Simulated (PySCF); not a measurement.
C2H8FNSi.
Numbering: `[CH3:1][C@H:2]([F:3])[SiH2:4][NH2:5]` (hydrogens: H6, H7, H8 on C1; H9 on C2; H10, H11 on Si4; H12, H13 on N5)

Method: PySCF 2.14.0, PBE0-D3(BJ)/def2-SVP geometry optimisation, gas phase; density fitting, grid level 1; the optimiser is geomeTRIC in internal coordinates, started from a GFN2-xTB structure with every atom displaced at random (about 0.01 Å).

Step 0: E = -14271.9401 eV
```
atom  x, y, z in Å  |  force x, y, z in eV/Å
C1      1.5721   -0.3092    0.5898   -0.843   2.178  -0.651
C2      0.7782    0.2103   -0.6268    0.686   0.212   0.994
F3      0.7884    1.6113   -0.6281   -0.174   0.050   0.234
Si4    -1.0199   -0.3382   -0.6821   -0.190   0.184   0.483
N5     -1.7288    0.3241    0.7416    0.394   0.602   0.336
H6      1.6036   -1.3631    0.5491    0.220  -1.697   0.061
H7      1.0555    0.0108    1.5014   -0.018  -0.110   0.215
H8      2.5775    0.1292    0.5917    0.149  -0.105  -0.033
H9      1.3124   -0.0609   -1.5218    0.367  -0.492  -0.867
H10    -1.1344   -1.7983   -0.5482    0.012  -0.510  -0.201
H11    -1.6212    0.1095   -1.9507   -0.126   0.067  -0.487
H12    -2.6928    0.1803    0.9698   -0.591  -0.284   0.080
H13    -1.4847    1.2774    1.0039    0.114  -0.094  -0.165
```

Question: Estimate the geometry and energy of step 1. (The exact step hangs on the optimiser's Hessian estimate; all steps are aligned on step 0, rigid shifts and turns removed.)

Answer: E = -14272.0636 eV, largest force 0.415 eV/Å
```
atom  x, y, z in Å  |  force x, y, z in eV/Å
C1      1.5710   -0.3056    0.5749    0.018  -0.413  -0.041
C2      0.7949    0.2231   -0.6081    0.014  -0.078  -0.089
F3      0.7546    1.6216   -0.5389    0.001   0.043   0.002
Si4    -1.0279   -0.3369   -0.6399    0.095  -0.025  -0.168
N5     -1.7212    0.3913    0.7715   -0.106  -0.003  -0.018
H6      1.6584   -1.4129    0.5160   -0.014   0.366  -0.010
H7      1.0596   -0.0636    1.5166   -0.025   0.037   0.042
H8      2.5847    0.1190    0.5985    0.053   0.032   0.016
H9      1.3143   -0.0403   -1.5521   -0.077   0.021   0.097
H10    -1.1150   -1.8297   -0.5820   -0.042   0.022   0.138
H11    -1.6259    0.0616   -1.9578    0.009   0.067   0.004
H12    -2.6726    0.1600    1.0428    0.076   0.026  -0.008
H13    -1.5689    1.3954    0.8480   -0.001  -0.095   0.035
```

The energy changes by -0.1235 eV. The first-order estimate −F·Δx gives -0.3073 eV and the mean of the old and new forces, exact on a quadratic surface, -0.1231 eV. The step makes an angle of 74° with the force vector and moves no atom by more than 0.213 Å.

The cost below is that of the whole optimisation. The run took 13 s wall on AMD EPYC 9R45, one thread, shared host with 96 logical CPUs at a one-minute load of 18, and the process peaked at 0.48 GiB of memory.
